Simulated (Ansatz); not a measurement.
An input meant for SnPt2²⁺ (charge 2, singlet).

```yaml
crystal:
  periodic: [false, false, false]
  atoms:
    - {symbol: Pt, position_ang: [0.621338, -1.056640, 0.708620]}
    - {symbol: Pt, position_ang: [0.052390, 1.265017, 0.633779]}
    - {symbol: Sn, position_ang: [-0.673718, -0.208377, -1.342399]}
basis:
  gaussian: {orbitals: def2-mTZVP, final_grid: {core_spheres: 1, valence_spheres: 1, degree: 1}}
total_charge: 2
hamiltonian: {xc: {name: wB97M-V}}
scf: {omitted_lower_state_checks: [starts]}
```

```sh
$ ansatz run in.yaml --threads 4 --pin off --events-out ev --progress --plain --max-ram 3916MiB
```

It prints (some lines left out):

```
Functional definition: wB97M-V
1115 factors; their error is unknown
282 factors; integrals over basis functions are off by at most 2.3e-5 eV
mean field evaluation 1: about -12259.0977 eV, gradient 1.2e2 eV
mean field evaluation 2: about -11501.2789 eV, gradient 5.5e2 eV
mean field evaluation 4: about -12294.8449 eV, gradient 3.6e1 eV
mean field evaluation 8: about -12298.5182 eV, gradient 1.4e-1 eV
mean field evaluation 16: about -12468.7727 eV, gradient 8.7e1 eV
mean field -12507.60968125 eV, -459.6461778237 hartree, gradient 3.1e-5 eV, S^2 0.000000; 0 other end points of the search recorded, 0 dependent functions left out
reference -12507.60968646 eV, -459.6461780151 hartree; 28, 28 occupied and 80, 80 virtual orbitals, 1115 factors
Total energy: -12507.60968646 eV, -459.6461780151 hartree
Checks for a lower state left out: starts
```

In this input the integration grid is far too coarse. The calculation finished and met its thresholds. The result belongs to that input, not to the species as meant.

In the def2 sets Pt, Sn take a core potential; there is no spin–orbit coupling. This restricted singlet of an open-shell metal wasn't tested against broken symmetry or higher spin.
